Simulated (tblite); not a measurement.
C₄H₉FO₃Si.
Structure used (GFN2-xTB), in Å, numbered top down from 1:
```
atom  x, y, z in Å
C1     1.762   -1.873    0.265
O2     0.456   -1.447   -0.021
Si3   -0.043    0.010   -0.531
O4     0.763    0.458   -1.869
C5     0.201    1.298    0.831
C6     1.010    2.333    0.730
F7     1.165    3.230    1.725
O8    -1.595   -0.125   -0.974
C9    -2.684   -0.570   -0.214
H10    2.163   -1.333    1.126
H11    1.719   -2.939    0.489
H12    2.416   -1.704   -0.592
H13    0.304    0.949   -2.546
H14   -0.342    1.188    1.761
H15    1.624    2.581   -0.123
H16   -2.925    0.155    0.567
H17   -3.536   -0.673   -0.886
H18   -2.466   -1.533    0.248
```

Method: GFN2-xTB as coded in tblite; computed harmonic values from a numerical Hessian at the method's own geometry, unscaled. Errors from tens to a few hundred cm⁻¹ against measured bands are possible. One conformer, not necessarily the lowest.

Harmonic wavenumbers (cm⁻¹): 26.0, 54.4, 69.8, 93.7, 95.7, 98.8, 125.4, 154.6, 166.8, 191.5, 250.8, 272.7, 290.1, 333.4, 381.5, 417.8, 698.2, 726.4, 781.0, 806.0, 860.0, 923.4, 998.1, 1061.9, 1129.5, 1131.2, 1135.7, 1141.4, 1154.0, 1162.7, 1197.7, 1267.4, 1407.4, 1409.9, 1471.5, 1476.5, 1482.5, 1483.0, 1686.9, 2954.1, 2954.9, 2976.4, 2980.8, 2990.0, 2990.6, 3059.8, 3088.4, 3680.5.

A = 1565, B = 886.2, C = 727.6 MHz; mass 152.030 u (most abundant isotopes); point group C1, symmetry number 1.

**Question.** Zero-point energy?

**Answer.** Half the sum of the wavenumbers: 28645 cm⁻¹ = 81.90 kcal/mol.

**Question.** Entropy at 400 K, 1 bar (ideal gas, RRHO, classical rotation)?

**Answer.** Translation 42.45, rotation 31.02, vibration 57.51: S = 131.0 cal/(mol K).

**Question.** And Cp and H(400 K) − H(0)?

**Answer.** Cp = 52.17 cal/(mol K), of which vibrations give 44.22 (their classical limit is 48 R = 95.4); H(400 K) − H(0) = 13.78 kcal/mol without the zero-point energy, 10.60 from vibrations.

**Question.** Which modes carry the vibrational entropy at 400 K?

**Answer.** 26.0 cm⁻¹: 6.70; 54.4 cm⁻¹: 5.23; 69.8 cm⁻¹: 4.74; 93.7 cm⁻¹: 4.16; 95.7 cm⁻¹: 4.12; 98.8 cm⁻¹: 4.05 cal/(mol K); the other 42 give 28.51 together.

**Question.** How do the functions run with temperature in this model?

**Answer.** 
```csv
T (K),S (cal/(mol K)),Cp (cal/(mol K)),H − H(0) (kcal/mol),G − H(0) (kcal/mol),ln q(vib)
50,63.8,18.2,0.61,-2.58,1.27
100,79.3,26.7,1.75,-6.17,3.63
298.15,116.9,44.1,8.88,-25.97,12.04
373.15,127.4,50.1,12.41,-35.14,14.69
500,143.4,59.1,19.36,-52.34,18.81
750,169.9,71.8,35.84,-91.62,25.99
1000,191.8,80.1,54.89,-136.92,32.26
```

q(vib) and H(0) count from the zero-point level.

Hindered rotation and anharmonicity are outside this model. Other conformers, if any are populated, would add a mixing term that is left out. The structure is chiral; the term R ln 2 for an equal mix with its mirror image is left out.
